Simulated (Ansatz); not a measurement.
Species: HgI (charge 0, doublet). SMILES of the parent species: [I][Hg]

Atoms: Hg1, I2. Bonds: Hg1-I2.

Bond lengths (Å) and angles (degrees) optimised at HF/LANL2DZ with Ansatz (a first-principles code); PBE/LANL2DZ with Ansatz; B3LYP/LANL2DZ with Ansatz; MP2/LANL2DZ with Ansatz, each started from the B3LYP-D3(BJ)/def2-TZVP structure (Ansatz) of the last column. A row stands for all coordinates that are equal there.

| coordinate | HF/LANL2DZ | PBE/LANL2DZ | B3LYP/LANL2DZ | MP2/LANL2DZ | B3LYP-D3(BJ)/def2-TZVP |
|---|---|---|---|---|---|
| Hg1-I2 | 2.818 | 2.965 | 2.980 | 2.797 | 2.836 |

Mean signed difference of all 1 bond lengths from B3LYP-D3(BJ)/def2-TZVP: HF/LANL2DZ -0.018 Å, PBE/LANL2DZ 0.129 Å, B3LYP/LANL2DZ 0.144 Å, MP2/LANL2DZ -0.039 Å.
